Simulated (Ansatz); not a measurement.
One change: `FCNC[SiH3]` becomes `FCN[SiH3]`.

Ansatz, PBE0-D4/def2-TZVP geometries, multiplicity 1. Each molecule was computed in one conformer, which needn't be the lowest.

```csv
property,`FCNC[SiH3]`
zero-point energy (PBE0-D4/def2-TZVP) / kJ/mol,264.5
HOMO–LUMO gap (B3LYP/def2-TZVPP) / eV,7.42
LUMO energy (ωB97M-V/def2-TZVPP) / eV,2.07
HOMO energy (ωB97M-V/def2-TZVPP) / eV,-9.71
LUMO energy (PBE0/def2-TZVPP) / eV,0.55
HOMO energy (PBE/def2-TZVPP) / eV,-5.92
```

(1) Give the same properties after the change, and the shifts. (Estimate.)

## Answers

(1) Ansatz gave: 
```json
{"property": "zero-point energy (PBE0-D4/def2-TZVP) / kJ/mol", "`FCN[SiH3]`": "191.1", "shift": "-73.4"}
{"property": "HOMO–LUMO gap (B3LYP/def2-TZVPP) / eV", "`FCN[SiH3]`": "7.65", "shift": "0.23"}
{"property": "LUMO energy (ωB97M-V/def2-TZVPP) / eV", "`FCN[SiH3]`": "1.92", "shift": "-0.15"}
{"property": "HOMO energy (ωB97M-V/def2-TZVPP) / eV", "`FCN[SiH3]`": "-10.12", "shift": "-0.41"}
{"property": "LUMO energy (PBE0/def2-TZVPP) / eV", "`FCN[SiH3]`": "0.33", "shift": "-0.22"}
{"property": "HOMO energy (PBE/def2-TZVPP) / eV", "`FCN[SiH3]`": "-6.40", "shift": "-0.48"}
```

With PBE0 the HOMO falls by 0.45 eV and the LUMO falls by 0.22 eV, so the gap widens by about 0.23 eV. PBE moves the HOMO by -0.48 eV and ωB97M-V by -0.41 eV. The zero-point energy changes by -73.4 kJ/mol with -9 modes.

B3LYP here is the variant with VWN-RPA as its local correlation; programs differ in this.
